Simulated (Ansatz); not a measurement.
Molecule: sum formula BN3H6, net charge 0, singlet state. 
Geometry from a B3LYP-D3(BJ)/def2-TZVP (Ansatz, a first-principles code) optimisation:
SMILES: NB(N)N
```xyz
10

B      0.0001     0.0000     0.0000
N      1.4250     0.0680    -0.0780
N     -0.6432    -1.2496     0.2579
N     -0.7832     1.1815    -0.1799
H      1.9304     0.9298    -0.1686
H      2.0168    -0.7414    -0.0475
H     -0.1412    -2.0988     0.4402
H     -1.6370    -1.3760     0.2065
H     -0.3870     2.0736    -0.4112
H     -1.7730     1.2132    -0.0198
```
Charge 0, spin multiplicity 1.

Parts of the frozen-core correlation energy in aug-cc-pVDZ (Ansatz, hartree). Frozen orbitals: 4; correlated occupied orbitals by spin: 12 and 12; virtual: 130 and 130. No spin-orbit coupling. Non-relativistic.

```tsv
term	value
reference (HF)	-191.68863
MP2 opposite-spin	-0.47115
MP2 same-spin	-0.15890
CCSD correlation	-0.66386
(T)	-0.02083
T1 diagnostic	0.011
largest doubles amplitude	0.023
```
